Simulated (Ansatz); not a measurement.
Reaction (isomerisation): `C=C(C)[CH]1[O][AlH]1` → `[AlH2][CH]1C=COC1`

Isolated molecules relaxed with PBE0-D4/def2-TZVP in Ansatz; ΔE leaves out vibrations. CCSD(T)/CBS adds triple-zeta CCSD(T) − MP2 to the extrapolated MP2 energy (def2 sets, frozen cores). DFT in def2-TZVPP. B3LYP here is the variant with VWN-RPA as its local correlation; programs differ in this. One conformer a species, not always the lowest.

Question: Is it downhill or uphill in electronic energy at CCSD(T)/CBS, and by how much? (Estimate.)

Answer: Ansatz gave: Uphill: ΔE = +28.0 kJ/mol.

Question: What do these levels give: PBE-D4, PBE0-D4, B3LYP-D4, ωB97X-V, B2PLYP, PBE, HF/def2-TZVPP, CCSD/def2-TZVPP, CCSD(T)/def2-TZVPP, HF/def2-QZVPP, SCS-MP2/def2-QZVPP, CCSD/CBS(def2)? (Estimate.)

Answer: Ansatz gave: PBE-D4 21.8, PBE0-D4 13.1, B3LYP-D4 32.1, ωB97X-V 13.3, B2PLYP 33.1, PBE 24.0, HF/def2-TZVPP 16.6, CCSD/def2-TZVPP 24.0, CCSD(T)/def2-TZVPP 23.7, HF/def2-QZVPP 17.9, SCS-MP2/def2-QZVPP 29.8, CCSD/CBS(def2) 28.4 kJ/mol.

Largest T1 diagnostic among the species: 0.015.

The D4 term adds −3.7 kJ/mol with B3LYP and −1.6 kJ/mol with PBE0; it sums over pairs of atoms, weighted by their polarisabilities, and B3LYP, whose exchange is more repulsive, gets the larger term. From PBE to PBE0 (25 % exact exchange), in def2-TZVPP and without D4, ΔE moves by −9.2 kJ/mol. In def2-TZVPP, CCSD(T) changes the Hartree–Fock value by +7.1 kJ/mol (the triples alone add −0.3 kJ/mol) and MP2 by +9.9 kJ/mol.
